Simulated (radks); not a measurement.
The numbers below are computed, except where a source is named.
Cu X, 20 electrons, occupied as [Ar] 3d2 (the NIST ground configuration). Code: a radial shooting solver on a logarithmic mesh with Libxc functionals. Model: Dirac Kohn-Sham, BLYP, spin-unpolarised, spherical densities, finite nucleus; open shells fill j = l - 1/2 first; Fermi nuclear charge, rms radius 3.8823 fm.

Unscreened Slater integrals over Kohn-Sham orbitals (eV). Large and small components are both included. Empty in this configuration: 3d5/2.

integral,value
"F0(3d3/2,3d3/2)",38.219
"F2(3d3/2,3d3/2)",18.987
"F0(3d3/2,3p3/2)",37.280
"F2(3d3/2,3p3/2)",18.217
"G1(3d3/2,3p3/2)",21.431
"G3(3d3/2,3p3/2)",13.625
"F0(3d3/2,3p1/2)",37.492
"G1(3d3/2,3p1/2)",21.703
"F0(3d3/2,3s1/2)",37.525
"G2(3d3/2,3s1/2)",16.575
"F0(3d3/2,3d5/2)",38.160
"F2(3d3/2,3d5/2)",18.965
"G2(3d3/2,3d5/2)",18.937
"G4(3d3/2,3d5/2)",12.073
"F0(3p3/2,3p3/2)",36.847
"F2(3p3/2,3p3/2)",18.645
"F0(3p3/2,3p1/2)",37.040
"G2(3p3/2,3p1/2)",18.716
"F0(3p3/2,3s1/2)",37.048
"G1(3p3/2,3s1/2)",24.567
"F0(3p3/2,3d5/2)",37.228
"F2(3p3/2,3d5/2)",18.210
"G1(3p3/2,3d5/2)",21.450
"G3(3p3/2,3d5/2)",13.636
"F0(3p1/2,3p1/2)",37.237
"F0(3p1/2,3s1/2)",37.241
"G1(3p1/2,3s1/2)",24.628
"F0(3p1/2,3d5/2)",37.438
"G3(3p1/2,3d5/2)",13.762
"F0(3s1/2,3s1/2)",37.297
"F0(3s1/2,3d5/2)",37.472
"G2(3s1/2,3d5/2)",16.583
"F0(3d5/2,3d5/2)",38.101
"F2(3d5/2,3d5/2)",18.944
"F4(3d5/2,3d5/2)",12.078
